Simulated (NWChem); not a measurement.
System: BH₃; SMILES B

All runs: NWChem. All runs use the structure optimised with PBE-D3(BJ)/def2-SVP.

For level LDA (Slater exchange, VWN5)/def2-SVP:

```
Item                         Result
---------------------------  ------
highest occupied level (eV)   -8.33
orbital gap (eV)               5.03
```

How do the values read with level MPW1K/def2-SVP instead?


| Property | Value |
|---|---|
| highest occupied level (eV) | -10.91 |
| orbital gap (eV) | 9.79 |
